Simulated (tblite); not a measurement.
Species: C5H10NO2P.
Cartesian coordinates in Å at the GFN2-xTB level; atoms count from 1:
```xyz
19
C5H10NO2P angstrom
C     -1.8587    1.3666   -0.3311
C     -1.2665   -0.0128   -0.5863
P      0.5629    0.0898   -0.4464
O      1.1905    1.0907   -1.3196
C      0.9857    0.4162    1.3332
O      0.8076    1.7801    1.5754
C      1.1849   -1.6310   -0.7828
C      0.6096   -2.5718    0.1259
N      0.1309   -3.3019    0.8642
H     -1.4268    2.0841   -1.0270
H     -2.9381    1.3530   -0.4676
H     -1.6381    1.6984    0.6815
H     -1.4899   -0.3415   -1.6059
H     -1.6511   -0.7545    0.1144
H      2.0304    0.1076    1.5063
H      0.3384   -0.1354    2.0169
H      1.2148    2.2661    0.8428
H      0.9294   -1.8822   -1.8161
H      2.2743   -1.6122   -0.6851
```

Computed values, GFN2-xTB/tblite, gas phase, harmonic and unscaled. Against measured fundamentals such values can be off by several per cent, at times by over 20. One conformer, not necessarily the lowest.

Harmonic wavenumbers (cm⁻¹): 42.6, 71.2, 78.6, 93.8, 160.3, 164.3, 196.0, 243.4, 252.3, 277.3, 356.1, 376.4, 394.6, 416.1, 494.0, 643.1, 691.1, 733.4, 749.9, 796.5, 843.6, 976.6, 997.4, 1004.3, 1032.4, 1070.7, 1074.2, 1112.5, 1154.2, 1211.8, 1238.7, 1249.1, 1267.7, 1314.6, 1374.5, 1406.6, 1426.8, 1433.9, 1487.1, 1492.5, 2404.7, 2822.4, 2935.7, 2941.2, 2948.4, 2979.6, 2983.6, 3028.1, 3031.0, 3036.9, 3454.5.

A = 1787, B = 1004, C = 936.6 MHz; mass 147.045 u (most abundant isotopes); point group C1, symmetry number 1.

Q: Zero-point energy?

A: ½Σν̃ = 31983 cm⁻¹ = 91.44 kcal/mol.

Q: Give the ideal-gas entropy at 273.15 K and 1 bar in the rigid-rotor, harmonic-oscillator model (classical rotation).

A: Translation 40.46, rotation 29.38, vibration 33.34: S = 103.2 cal/(mol K).

Q: And Cp and H(273.15 K) − H(0)?

A: Cp = 40.08 cal/(mol K), of which vibrations give 32.14 (their classical limit is 51 R = 101.3); H(273.15 K) − H(0) = 6.91 kcal/mol without the zero-point energy, 4.74 from vibrations.

Q: Blend soft modes into free rotors: weight 1/[1 + (100 cm⁻¹/ν̃)⁴] for the oscillator and the rest for a rotor with moment μB/(μ + B), μ = h/(8π²ν), B = 10⁻⁴⁴ kg m². What vibrational entropy results?

A: 30.52 cal/(mol K) in place of 33.34, which changes −T·S at 273.15 K by +0.77 kcal/mol.

Q: What must be added to the electronic energy to get the Gibbs energy at 273.15 K and 1 bar?

A: ZPE + [H(273.15 K) − H(0)] − T·S = 91.44 + 6.91 − 28.18 = 70.17 kcal/mol.

Hindered rotation and anharmonicity are outside this model. Other conformers, if any are populated, would add a mixing term that is left out. The structure is chiral; the term R ln 2 for an equal mix with its mirror image is left out.
